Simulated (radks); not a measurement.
C+, configuration [He] 2s2 2p1 (the NIST ground configuration). Calculated with a radial shooting solver on a logarithmic mesh with Libxc functionals: non-relativistic Kohn-Sham, SCAN, spin-polarised, spherical densities, point nucleus; open shells are filled with parallel spins first; meta-GGA in the generalised Kohn-Sham scheme.

Local quantities along the radius. ELF = 1/(1 + alpha^2) is the electron localisation function; alpha = (tau - tau_W)/tau_unif compares the Pauli kinetic energy density with that of the uniform gas (summed over spins); s = |grad rho|/(2 (3 pi^2)^(1/3) rho^(4/3)) is the reduced gradient.

| r (bohr) | ELF | alpha | s |
|---|---|---|---|
| 0.01331 | 1.000 | 0.0008532 | 0.4043 |
| 0.01679 | 1.000 | 0.0009042 | 0.4098 |
| 0.02117 | 1.000 | 0.0009734 | 0.4168 |
| 0.0267 | 1.000 | 0.001070 | 0.4258 |
| 0.03367 | 1.000 | 0.001207 | 0.4373 |
| 0.04246 | 1.000 | 0.001408 | 0.4522 |
| 0.05355 | 1.000 | 0.001716 | 0.4716 |
| 0.06753 | 1.000 | 0.002214 | 0.4971 |
| 0.08517 | 1.000 | 0.003071 | 0.5310 |
| 0.1074 | 1.000 | 0.004672 | 0.5768 |
| 0.1355 | 1.000 | 0.007978 | 0.6399 |
| 0.1708 | 1.000 | 0.01571 | 0.7287 |
| 0.2154 | 0.999 | 0.03673 | 0.8567 |
| 0.2717 | 0.989 | 0.1047 | 1.043 |
| 0.3426 | 0.884 | 0.3623 | 1.302 |
| 0.4321 | 0.317 | 1.468 | 1.543 |
| 0.5449 | 0.058 | 4.039 | 1.286 |
| 0.6872 | 0.093 | 3.122 | 0.5122 |
| 0.8667 | 0.515 | 0.9699 | 0.3251 |
| 1.093 | 0.874 | 0.3796 | 0.5032 |
| 1.378 | 0.926 | 0.2822 | 0.7670 |
| 1.738 | 0.912 | 0.3113 | 1.138 |
| 2.192 | 0.828 | 0.4559 | 1.761 |
| 2.765 | 0.549 | 0.9060 | 2.958 |
| 3.486 | 0.145 | 2.429 | 5.601 |
| 4.397 | 0.012 | 9.028 | 12.19 |
| 5.545 | 0.000 | 45.66 | 31.55 |

On this mesh the ELF has minima near r = 0.61 bohr, which separate the shells, and maxima near 1.4 (0.93).
